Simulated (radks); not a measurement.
Excited configurations of Cd I: one electron is placed in a higher orbital outside [Kr] 4d10 5s1. The ground configuration is [Kr] 4d10 5s2. All-electron calculation, Dirac Kohn-Sham, PBE, spin-unpolarised, spherical densities, finite nucleus; open shells are shared between the two j in proportion to 2j + 1; Fermi nuclear charge, rms radius 4.6087 fm. Program: a radial shooting solver on a logarithmic mesh with Libxc functionals. Excitation = E - E(ground); binding = E(ion) - E, where the ion is the core of charge +1; n* = 1/sqrt(2 binding) in atomic units, and the quantum defect is n - n*. Eigenvalue and <r> are those of j = l + 1/2.

outer orbital,excitation (eV),binding (eV),n*,quantum defect,eigenvalue (eV)
5f,8.644,0.630,4.648,0.352,-0.366
6s,6.635,2.639,2.271,3.729,-1.539
6p,7.408,1.866,2.700,3.300,-1.042
6f,8.818,0.455,5.467,0.533,-0.286
7s,7.898,1.376,3.145,3.855,-0.843
7p,8.211,1.063,3.577,3.423,-0.648

The Delta-SCF ionisation energy is 9.274 eV (NIST Atomic Spectra Database: 8.994 eV, measured). Self-interaction in the functional shifts the binding energies and quantum defects, so they are the method's values and not measured ones. Spin polarisation and multiplet splitting are left out, so open shells lie too high by an amount that depends on their filling.

Beside tabulated values, note that spin-unpolarised runs miss the spin-polarisation part of the exchange energy of open shells.
